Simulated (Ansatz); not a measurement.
The lowest singlet and triplet of CH2 (SMILES [CH2]); geometries from B3LYP-D3(BJ)/def2-TZVP, each state relaxed from the structure named, with no frequency check.
Singlet at the triplet's geometry (charge 0, multiplicity 1):
```json
[
 {"atom": "C", "x (Å)": "-0.0004", "y (Å)": "0.1031", "z (Å)": "0.0000"},
 {"atom": "H", "x (Å)": "-0.9952", "y (Å)": "-0.3128", "z (Å)": "0.0000"},
 {"atom": "H", "x (Å)": "0.9974", "y (Å)": "-0.3058", "z (Å)": "0.0000"}
]
```

A positive gap puts the triplet lower; no zero-point energy. R- takes a restricted singlet. U- takes an unrestricted singlet (broken symmetry where lower, unprojected). The triplet is unrestricted in single-reference levels. Active spaces average the two states.

Cores are frozen in the correlated methods.

Codes used: Ansatz (Gaussian basis) for Hartree–Fock, density functionals and correlated methods. Each number belongs to the level named beside it.

```json
[
 {"level": "R-B3LYP/def2-TZVPP", "gap E(singlet) − E(triplet), vertical, at the triplet's geometry (kcal/mol)": "24.05"},
 {"level": "U-PBE0/def2-TZVPP (spin-contaminated)", "gap E(singlet) − E(triplet), vertical, at the triplet's geometry (kcal/mol)": "10.32"},
 {"level": "U-BHLYP/def2-TZVPP (spin-contaminated)", "gap E(singlet) − E(triplet), vertical, at the triplet's geometry (kcal/mol)": "8.17"},
 {"level": "R-B2PLYP/def2-TZVPP", "gap E(singlet) − E(triplet), vertical, at the triplet's geometry (kcal/mol)": "24.69"},
 {"level": "R-CCSD/cc-pVTZ", "gap E(singlet) − E(triplet), vertical, at the triplet's geometry (kcal/mol)": "24.30"},
 {"level": "R-CCSDT/cc-pVDZ", "gap E(singlet) − E(triplet), vertical, at the triplet's geometry (kcal/mol)": "25.90"},
 {"level": "SA-CASSCF(6,6)/cc-pVQZ", "gap E(singlet) − E(triplet), vertical, at the triplet's geometry (kcal/mol)": "26.32"},
 {"level": "SC-NEVPT2 on SA-CASSCF(6,6)/cc-pVTZ", "gap E(singlet) − E(triplet), vertical, at the triplet's geometry (kcal/mol)": "…"},
 {"level": "FIC-MRCISD+Q on SA-CASSCF(6,6)/cc-pVQZ", "gap E(singlet) − E(triplet), vertical, at the triplet's geometry (kcal/mol)": "…"}
]
```

Task: Fill in the missing entries.

Result: 
- SC-NEVPT2 on SA-CASSCF(6,6)/cc-pVTZ, gap E(singlet) − E(triplet), vertical, at the triplet's geometry (kcal/mol): 22.63
- FIC-MRCISD+Q on SA-CASSCF(6,6)/cc-pVQZ, gap E(singlet) − E(triplet), vertical, at the triplet's geometry (kcal/mol): 20.79

Doubts at one or more of the structures used: a restricted determinant that unrestricted orbitals would lower (R-B3LYP/def2-TZVPP, R-B2PLYP/def2-TZVPP, R-CCSD/cc-pVTZ, R-CCSDT/cc-pVDZ).

Ansatz is a first-principles code.
